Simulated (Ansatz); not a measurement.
Isolated molecules relaxed with PBE0-D4/def2-TZVP in Ansatz; ΔE leaves out vibrations. CCSD(T)/CBS is the MP2 limit (def2-TZVPP, def2-QZVPP) plus CCSD(T) − MP2 in def2-TZVPP, frozen cores. This one scheme is used for every species. DFT in def2-TZVPP. Each species was taken in one conformer, which may not be the lowest.

`[AlH2][NH][SiH2][SiH3]` → `[AlH2][NH][SiH3]` + `[SiH2]`  (silylene loss)

CCSD(T)/CBS gives +2.42 eV.

Another level gave +2.53 eV. Which?
A. ωB97X-V/def2-TZVPP
B. SCS-MP2/def2-TZVPP
C. r2SCAN-D4/def2-TZVPP
D. MP2/def2-TZVPP

A. ωB97X-V 2.53, SCS-MP2/def2-TZVPP 2.35, MP2/def2-TZVPP 2.49, r2SCAN-D4 2.67 eV.

Largest T1 diagnostic among the species: 0.014.

In def2-TZVPP, CCSD(T) changes the Hartree–Fock value by +0.22 eV (the triples alone add +0.06 eV) and MP2 by +0.36 eV. The D4 term adds +0.14 eV with B3LYP and +0.08 eV with PBE0; it sums over pairs of atoms, weighted by their polarisabilities, and B3LYP, whose exchange is more repulsive, gets the larger term. From PBE to PBE0 (25 % exact exchange), in def2-TZVPP and without D4, ΔE moves by +0.05 eV.

B3LYP here is the variant with VWN-RPA as its local correlation; programs differ in this.
